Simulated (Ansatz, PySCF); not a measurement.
This triplet is an excited state, 1.05 eV above the relaxed singlet at the level B3LYP/cc-pVTZ // PBE0-D3(BJ)/def2-TZVP (Ansatz, an electronic-structure program).

## C₃H₅N, SMILES `C=C[C]N` (excited triplet) (charge 0, multiplicity 3)

The numbers are results of PySCF with PBE0-D3(BJ)/def2-TZVP, not measurements.

The highest occupied spin orbital is -5.55 eV, the dipole moment is 0.324 e·Å and the total energy is -171.8069 Ha. The cost comes out as around 100 core-seconds (rough).

```xyz
9

C      1.4057     0.4582     0.2843
C      0.6790    -0.7007     0.1230
C     -0.6938    -0.7726     0.0950
N     -1.6147     0.2364     0.2145
H      0.9040     1.4108     0.4010
H      2.4878     0.4409     0.2980
H      1.2148    -1.6394     0.0084
H     -2.1855     0.3860    -0.6077
H     -2.1972     0.1804     1.0402
```
Charge 0, spin multiplicity 3.
